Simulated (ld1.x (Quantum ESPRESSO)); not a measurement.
N (Z = 7): one change to an ultrasoft potential, before and after

- Element: N (Z = 7)
- Generator: ld1.x (Quantum ESPRESSO) 7.5
- Type: ultrasoft
- Functional: PBEsol
- Relativity: non-relativistic
- Frozen core: [He]
- Valence charge: 5
- Reference configuration: 2s2 2p2 (charge +1)
- Partial waves: 2s (bound): rcut 0.90, rcutus 1.10 bohr; 2s channel at -0.6 Ry: rcut 0.90, rcutus 1.10 bohr; 2p (bound): rcut 1.60, rcutus 1.90 bohr; 2p channel at -1.15 Ry: rcut 1.60, rcutus 1.90 bohr
- Local potential: all-electron potential smoothed inside 1.40 bohr (lloc = -1)
- Core correction: a·sin(br)/r model core inside 0.55 bohr
- Augmentation charge: built from norm-conserving waves at rcut, not smoothed further

Change: wave 2p channel at -1.15 Ry: rcut 1.60, rcutus 1.90 bohr becomes 2p channel at -0.64 Ry: rcut 1.60, rcutus 1.90 bohr.

Cutoffs: the cutoffs (Ry, on a coarse ladder) from which the occupation-weighted sum of valence levels, in a spherical-Bessel basis at the reference potential, stays within 10 and 1 mRy of its value at 400 Ry; they do not see the model core or the augmentation charge, which bear on the density cutoff. Errors are all-electron minus pseudo energies relative to the spin-unpolarised reference configuration.

Question: What does the change do?

Answer: The potential gets softer (18 Ry and 30 Ry → 18 Ry and 25 Ry); of the 7 tests that both files solve, the error grows in 5 and shrinks in 0 by more than 15 % and 0.3 meV (median size 68.7 → 109.1 meV); the range in which the p phases agree narrows (upper end at the end of the scan → 0.2); neither file shows a bound ghost.

| quantity | base | changed |
| --- | --- | --- |
| cutoff, loose | 18 Ry | 18 Ry |
| cutoff, tight | 30 Ry | 25 Ry |
| bound ghosts | none | none |
| error for 2s2 2p3, meV [ΔE -13.53 eV] | +19 | +28 |
| error for 2s2 2p1, meV [ΔE 28.74 eV] | +69 | +109 |
| error for 2s2 2p0, meV [ΔE 75.63 eV] | +460 | +460 |
| error for 2s0 2p5, meV [ΔE 9.31 eV] | +107 | +126 |
| error for 2s1 2p4, meV [ΔE -2.12 eV] | +58 | +72 |
| error for 2s1 2p0, meV [ΔE 153.10 eV] | +894 | +894 |
| error for 2s2 2p3.3, meV [ΔE -15.13 eV] | +25 | +32 |
| s: phases at 2.06 bohr within 0.05 rad from the reference energy up to (Ry; the scan ends near 5) | to the end of the scan | to the end of the scan |
| p: phases at 2.06 bohr within 0.05 rad from the reference energy up to (Ry; the scan ends near 5) | to the end of the scan | 0.2 |
| lowest overlap eigenvalue by channel | s 0.53, p 1.00 | s 0.53, p 1.00 |
